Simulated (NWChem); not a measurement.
# SnH4S; SMILES [SH][SnH3]

```xyz
6

Sn     0.0086     0.5728     0.0000
S      0.0498    -1.8741     0.0000
H     -0.8036     1.1502    -1.4132
H      1.6720     1.0211    -0.0109
H     -0.7850     1.1517     1.4231
H     -1.3090    -1.9770     0.0003
```
Atoms are numbered in this order, from 1.

Results from NWChem. Coordinates come from a PBE-D3(BJ)/def2-SVP (def2 core potentials past Kr) optimisation.

For level PBE0/STO-3G, non-relativistic:

```
Property                     Value
---------------------------  -----
highest occupied level (eV)  -3.36
orbital gap (eV)              8.12
dipole (D)                    1.21
```

**Question.** What are these values for level PBE0/3-21G, non-relativistic?

**Answer.** 
- highest occupied level (eV) = -7.27
- orbital gap (eV) = 6.56
- dipole (D) = 2.53
